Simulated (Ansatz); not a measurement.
PbS₂⁻. Charge -1, multiplicity 2. Geometry PBE-D4/def2-TZVPD, basis def2-TZVPD, Ansatz.

Cartesian coordinates in Å:
```
Pb -1.4583 -0.2683 -0.6092
S 0.9208 0.8454 -0.4675
S 0.5375 -0.5771 1.0767
```

```
run  HOMO (eV)  LUMO (eV)
  A       0.99       1.94
  B       0.93       1.60
  C      -1.68       4.07
  D       0.73       2.30
  E       0.16       2.64
```

In the def2 sets Pb takes a core potential; there is no spin–orbit coupling. Another isomer (doublet) lies 0.16 eV lower at PBE-D4/def2-TZVPD; other spin states weren't run for this one.

HOMO and LUMO are taken over both spins.

Task: The runs used LDA (SPW92), PBE, PBE0, r2SCAN, ωB97X-V. Estimate which is which.

Result: A PBE (0 % exact exchange); B LDA (SPW92) (0 % exact exchange); C ωB97X-V (range-separated); D r2SCAN (0 % exact exchange); E PBE0 (25 % exact exchange). Exact exchange lowers occupied and raises empty levels; among semilocal functionals meta-GGAs tend to open the gap a little, and such runs are hard to tell apart. The gap grows from 0.67 eV (LDA (SPW92)) to 5.75 eV (ωB97X-V). At PBE-D4/def2-TZVPD, LDA (SPW92)/def2-TZVPD, r2SCAN-D4/def2-TZVPD, PBE0-D4/def2-TZVPD the highest occupied level of the charge -1 doublet lies above zero (up to 0.99 eV). It is a level of α spin, whose loss leaves a singlet; that state wasn't run at this geometry and level. The electron is either unbound and held by the finite basis, or the level is raised by self-interaction error.
